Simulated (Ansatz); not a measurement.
A structure relaxed at PBE0-D4/def2-TZVP, charge 0, multiplicity 1:

| atom | x (Å) | y (Å) | z (Å) |
| --- | --- | --- | --- |
| C1 | -1.390 | -1.020 | 1.074 |
| C2 | -0.242 | -0.521 | 0.277 |
| F3 | 0.632 | -1.541 | 0.036 |
| N4 | -0.048 | 0.629 | -0.137 |
| Si5 | 1.250 | 1.306 | -1.067 |
| H6 | -1.030 | -1.438 | 2.017 |
| H7 | -1.892 | -1.826 | 0.533 |
| H8 | -2.088 | -0.209 | 1.267 |
| H9 | 2.322 | 0.347 | -1.444 |
| H10 | 1.838 | 2.401 | -0.257 |
| H11 | 0.649 | 1.873 | -2.299 |

Q: Give its formula and SMILES.

A: C2H6FNSi, `C/C(F)=N/[SiH3]`.

Q: Point group (tolerance 0.08 Å, 0.16 Å for H)?

A: Cs.

Q: Summarise the bond lengths by kind.

A: 1 × C–C 1.484 Å; 3 × C–H 1.087 to 1.092 Å; 1 × C–F 1.363 Å; 1 × C–N 1.237 Å; 1 × N–Si 1.734 Å; 3 × H–Si 1.484 to 1.487 Å.

Computed with Ansatz.
